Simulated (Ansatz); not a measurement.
`[NH2][ZnH]` + `C[SiH2]N` → `C[SiH2][NH][ZnH]` + NH₃ at 600 K and 1 bar (ligand exchange at a Zn–N bond).

Gas-phase electronic energies from Ansatz, PBE0-D4/def2-TZVP geometries. CBS: MP2 limit from def2 TZ/QZ plus the TZ coupled-cluster correction, frozen cores. This one scheme is used for every species. For Zn outer-core shells are correlated without core-valence functions, which leaves a few kJ/mol of doubt a bond. Scalar relativity is left out up to krypton. Each species was taken in one conformer, which may not be the lowest.

| species | CCSD(T)/CBS energy (Eh) | H − E (kJ/mol) | S (J/(mol·K)) |
| --- | --- | --- | --- |
| `[NH2][ZnH]` | -1834.88092 | 113.5 | 307.4 |
| `C[SiH2]N` | -386.08232 | 261.1 | 384.5 |
| `C[SiH2][NH][ZnH]` | -2164.46335 | 263.6 | 454.8 |
| NH₃ | -56.50880 | 112.4 | 219.5 |

H − E and S are ideal-gas, rigid-rotor, harmonic terms from PBE0-D4/def2-TZVP, for one conformer and one mirror image of each species. 1 Eh = 2625.50 kJ/mol, R = 8.31446 J/(mol·K).

Question: By hand: ΔE, ΔH, ΔS and ΔG.

Answer: ΔE = (-2164.46335) + (-56.50880) − (-1834.88092) − (-386.08232) = -0.00891 Eh = -23.4 kJ/mol. Δ(H − E) = 263.6 + 112.4 − 113.5 − 261.1 = 1.4, so ΔH = -22.0 kJ/mol. ΔS = 454.8 + 219.5 − 307.4 − 384.5 = -17.6 J/(mol·K). ΔG = -22.0 − 600 × (-17.6)/1000 = -11.4 kJ/mol.

Question: By hand: the equilibrium constant, and the temperature at which ΔG would vanish if ΔH and ΔS stayed fixed.

Answer: log₁₀ K = −ΔG/(RT ln 10) = 1.0. ΔG = 0 at ΔH/ΔS = 1250 K, though so small a ΔS makes that figure unsure.

TΔS isn't small against ΔH here. A doubt of 5 kJ/mol in ΔE shifts log₁₀ K by 0.4 here. Other conformers and mirror images would add mixing entropy, several J/(mol·K) or more a flexible species. Modes under 60 cm⁻¹, often nearly free rotors, make the harmonic entropy too high. These are equilibria of isolated gas molecules and say nothing of rates. Largest T1 diagnostic: 0.016 (customary marks: 0.02 for closed shells, 0.045 for open ones).
